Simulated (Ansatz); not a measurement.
C2H10BNSi, relaxed with RKS PBE-D4/def2-SVP in the Gaussian-basis code of Ansatz from a rough embedded geometry. The force threshold is 0.03 eV/Å; the program also tests the step.

The species carries charge 0 and has multiplicity 1. The bonds changed during the relaxation, so this is another structure than the one it started from.

Start:

```xyz
15

B     0.017    1.082    1.224
C    -0.381   -0.184    0.403
C    -0.432   -1.346    1.354
N     0.596   -0.543   -0.719
Si    0.262    0.565   -2.148
H     1.095    1.228    1.734
H    -0.700    2.038    1.250
H    -1.381   -0.079   -0.016
H    -0.693   -2.288    0.842
H    -1.137   -1.201    2.197
H     0.593   -1.550    1.827
H     1.569   -0.361   -0.372
H     1.204    0.246   -3.218
H    -1.100    0.421   -2.591
H     0.486    1.972   -1.766
```

```tsv
step	energy (eV)	largest force (eV/Å)	largest move (Å)
1	-12263.9315	1.910	0.000
2	-12264.1721	0.841	0.116
3	-12264.2923	0.609	0.063
4	-12264.3611	0.686	0.200
5	-12264.4643	0.694	0.200
6	-12264.5805	0.799	0.192
7	-12264.7599	0.960	0.194
8	-12264.9236	0.562	0.193
9	-12264.9805	0.845	0.124
10	-12265.0334	0.552	0.200
11 (rejected)	-12264.9587	1.216	0.200
12	-12265.0533	0.041	0.097
13	-12265.0540	0.046	0.027
14	-12265.0542	0.030	0.016
15	-12265.0542	0.013	0.004
```

End:

```xyz
15

B     0.209    1.120    0.983
C    -0.593   -0.186    0.627
C    -0.421   -1.522    1.310
N     0.528    0.166   -0.345
Si    0.247    0.720   -2.031
H     1.106    1.056    1.809
H    -0.247    2.206    0.662
H    -1.567   -0.079    0.114
H    -0.555   -2.390    0.627
H    -1.172   -1.617    2.120
H     0.576   -1.601    1.792
H     1.356   -0.425   -0.209
H     1.356    0.147   -2.868
H    -1.081    0.190   -2.490
H     0.260    2.215   -2.101
```

Run time 26 s (4 threads of an Arm Neoverse V1 on a shared host); peak host memory 0.17 GiB.
